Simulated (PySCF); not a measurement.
**Excitation energies in several basis sets**

Species: CH6Ge2O.
Geometry (PBE0-D3(BJ)/def2-SVP, Å), atoms numbered from 1 in this order:
```
atom  x, y, z in Å
O1     0.220    2.250   -0.204
C2     0.162    1.048   -0.200
Ge3   -1.607    0.114   -0.484
Ge4    1.840   -0.045    0.086
H5    -2.714    1.159   -0.680
H6    -1.489   -0.799   -1.719
H7    -1.898   -0.769    0.745
H8     2.107   -0.873   -1.185
H9     1.609   -1.017    1.260
H10    3.014    0.898    0.378
```

TDDFT with PBE0 (PySCF), vertical singlets, core orbitals frozen in the response, spherical d and f functions. Isolated species at its PBE0-D3(BJ)/def2-SVP geometry, gas phase. Relativistic effects, spin–orbit coupling among them, are left out although an element past zinc is present.

Problem. Compare 6-31G*, def2-SVP, def2-SVPD, aug-cc-pVDZ, def2-TZVP and def2-TZVPD for this molecule.

Solution. 

| basis | functions | diffuse | S1 (eV) | S2 (eV) | S3 (eV) | S4 (eV) | S5 (eV) | LUMO (eV) | α (au) |
| --- | --- | --- | --- | --- | --- | --- | --- | --- | --- |
| 6-31G* | 104 | no | 2.82 | 5.60 | 6.05 | 6.88 | 6.91 | -1.39 | 69.8 |
| def2-SVP | 122 | no | 2.75 | 5.71 | 5.81 | 6.69 | 6.82 | -1.56 | 73.8 |
| def2-SVPD | 167 | yes | 2.72 | 5.42 | 5.62 | 5.68 | 6.44 | -1.80 | 84.8 |
| aug-cc-pVDZ | 172 | yes | 2.73 | 5.16 | 5.41 | 5.51 | 6.03 | -1.75 | 86.5 |
| def2-TZVP | 194 | no | 2.71 | 5.63 | 5.72 | 6.10 | 6.66 | -1.73 | 82.0 |
| def2-TZVPD | 239 | yes | 2.71 | 5.29 | 5.52 | 5.59 | 6.36 | -1.77 | 86.0 |

States are compared by their number. Against the largest diffuse basis here (def2-TZVPD, itself not a converged limit), sets without diffuse functions differ by up to 0.11 eV in S1 and 0.56 eV in S5; the smaller diffuse sets differ by up to 0.02 and 0.32 eV. State by state, the largest deviation of a set without diffuse functions is S1 0.11, S2 0.42, S3 0.53, S4 1.29, S5 0.56 eV. The same number needn't mean the same state in each row. Against def2-TZVPD the polarisability deviates by -19% in 6-31G*, -14% in def2-SVP, -1% in def2-SVPD, +1% in aug-cc-pVDZ, -5% in def2-TZVP.
